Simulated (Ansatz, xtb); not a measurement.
BFGeHS: where a starting geometry ends

The starting geometry of this gas-phase doublet was built from a drawn formula by distance geometry and a force field; its bonds are those of `[F][Ge][BH][S]`.

```xyz
5

B    -1.5155   -0.2504    0.6170
F    -3.2793    1.0240    2.8299
Ge   -2.4531    1.3890    1.3033
S    -1.6861   -1.8658    1.5373
H    -0.9098   -0.2681   -0.3939
```

**Question.** Predict what becomes of its bonds when it is optimised with r2SCAN-D4/def2-SVP.

**Answer.** A new bond forms, giving a structure given below by its coordinates. Distances that change by over a tenth: B1–Ge3 (2.01 → 2.27 Å). Contacts that close: Ge3–S4 (3.35 → 2.51 Å).

The energy falls by 1.31 eV over 13 steps:

```csv
step,E − E(last) (eV)
1,1.307
2,0.835
4,0.562
5,0.428
6,0.251
8,0.029
9,0.010
10,0.002
12,0.001
13,0.000
```

Final geometry (Å):

```xyz
5

B    -1.3913   -0.3721    0.5192
F    -2.5553    1.2653    2.8429
Ge   -3.2205    0.7245    1.2997
S    -2.2192   -1.5793    1.3646
H    -0.4576   -0.0097   -0.1328
```

From the same start GFN2-xTB reaches the same bonding as this run.

No frequencies were run, so the end isn't proven a minimum. Open shells are spin-unrestricted. Run with Ansatz 0.2.0, 75 s on 1 thread of Intel(R) Xeon(R) 6975P-C (Granite Rapids) (shared host).
